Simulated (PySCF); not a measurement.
Compound: C₃H₇BO₂.
InChI=1S/C3H7BO2/c1-3-2-5-4-6-3/h3-4H,2H2,1H3/t3-/m1/s1

Theory: PBE0-D3(BJ)/def2-SVP geometry optimisation, gas phase in PySCF 2.14.0.

Masses are those of the commonest isotopes; rigid-rotor values at the optimised geometry. 

(1) Give the principal moments of inertia and the rotational constants in MHz.

(2) Classify the top.

(3) Is it planar, by Δ = Ic − Ia − Ib?

(4) Give the other two planar moments, Paa and Pbb, and the rms extents of the mass along the axes.

(5) Give the coordinates in the principal-axis frame, origin at the centre of mass.

(6) List the rotational levels J(Ka,Kc) to J = 5 (MHz).

(7) Predict some low-J microwave lines.

Answers

(1) Ia = 71.58, Ib = 143.87, Ic = 193.53 u·Å²; 505379 MHz·u·Å²/I gives A = 7060, B = 3513, C = 2611 MHz.

(2) An asymmetric top: κ = (2 × 3513 − 7060 − 2611)/(7060 − 2611) = -0.59.

(3) Not planar: Δ = Ic − Ia − Ib = -21.91 u·Å². For a rigid frame Δ = −2 Σ m c², so Σ m c² = 10.96 u·Å² lies off the ab plane: 6.08 from hydrogen and 4.88 from heavier atoms. The atom farthest from that plane is 1.52 Å away.

(4) Paa = Σ m a² = (Ib + Ic − Ia)/2 = 132.91 and Pbb = Σ m b² = (Ia + Ic − Ib)/2 = 60.62 u·Å². With the mass M = 86.05 u, the rms extents √(P/M) along a, b and c are 1.24, 0.84, 0.36 Å.

(5) The sense of each axis is arbitrary; atoms in the order of the calculation.
```csv
atom,mass (u),a (Å),b (Å),c (Å)
C1,12.000,-2.052,0.076,-0.344
C2,12.000,-0.761,0.040,0.439
C3,12.000,0.221,1.188,0.112
O4,15.995,1.463,0.559,-0.157
B5,11.009,1.256,-0.786,-0.164
O6,15.995,-0.020,-1.144,0.137
H7,1.008,-1.846,0.099,-1.426
H8,1.008,-2.659,-0.814,-0.127
H9,1.008,-2.640,0.969,-0.081
H10,1.008,-0.988,0.020,1.519
H11,1.008,0.337,1.898,0.946
H12,1.008,-0.098,1.757,-0.778
H13,1.008,2.120,-1.581,-0.412
```

(6) Above 0(0,0):
J = 1: 1(0,1) 6124, 1(1,1) 9672, 1(1,0) 10573
J = 2: 2(0,2) 18221, 2(1,2) 21018, 2(1,1) 23723, 2(2,1) 34365, 2(2,0) 34516
J = 3: 3(0,3) 36016, 3(1,3) 37951, 3(1,2) 43344, 3(2,2) 52738, 3(2,1) 53467, 3(3,1) 72816, 3(3,0) 72832
J = 4: 4(0,4) 59203, 4(1,4) 60385, 4(1,3) 69289, 4(2,3) 77116, 4(2,2) 79153, 4(3,2) 97573, 4(3,1) 97683, 4(4,1) 125331, 4(4,0) 125332
J = 5: 5(0,5) 87584, 5(1,5) 88235, 5(1,4) 101330, 5(2,4) 107402, 5(2,3) 111667, 5(3,3) 128566, 5(3,2) 128995, 5(4,2) 156286, 5(4,1) 156299, 5(5,1) 191960, 5(5,0) 191960
Those of J = 1 are B + C, A + C and A + B.

(7) The dipole components are |μa| = 1.96 D, |μb| = 1.51 D, |μc| = 0.46 D. Intensities carry the squares of the components, which stand as 1.00 : 0.59 : 0.06 (a : b : c). Some lines, for components of 0.1 D or more:

```tsv
type	branch	J(Ka,Kc)	MHz	lower level (cm⁻¹)
a	Q	1(1,0) ← 1(1,1)	902	0.323
a	Q	2(1,1) ← 2(1,2)	2705	0.701
c	Q	2(1,2) ← 2(0,2)	2797	0.608
c	Q	1(1,1) ← 1(0,1)	3547	0.204
b	Q	1(1,0) ← 1(0,1)	4449	0.204
a	R	1(0,1) ← 0(0,0)	6124	0.000
b	R	2(0,2) ← 1(1,1)	8550	0.323
c	Q	2(2,1) ← 2(1,1)	10642	0.791
b	Q	2(2,0) ← 2(1,1)	10793	0.791
a	R	2(1,2) ← 1(1,1)	11347	0.323
a	R	2(1,1) ← 1(1,0)	13150	0.353
b	Q	2(2,1) ← 2(1,2)	13347	0.701
c	R	2(1,1) ← 1(0,1)	17599	0.204
c	R	2(2,1) ← 1(1,1)	24694	0.323
b	R	2(2,0) ← 1(1,1)	24845	0.323
```

Stationary, but not proved a minimum. Constants of a rigid frame at the computed geometry: no zero-point averaging, no centrifugal distortion. A rigid rotor knows nothing of internal rotation, which can split or shift real lines. Quadrupole hyperfine structure (11B) is left out.

On Arm Neoverse V2, one thread, no GPU, shared host with 96 logical CPUs at a one-minute load of 42, this took 46 s of wall time and 0.50 GiB of memory at its peak. These figures are those of the optimisation.
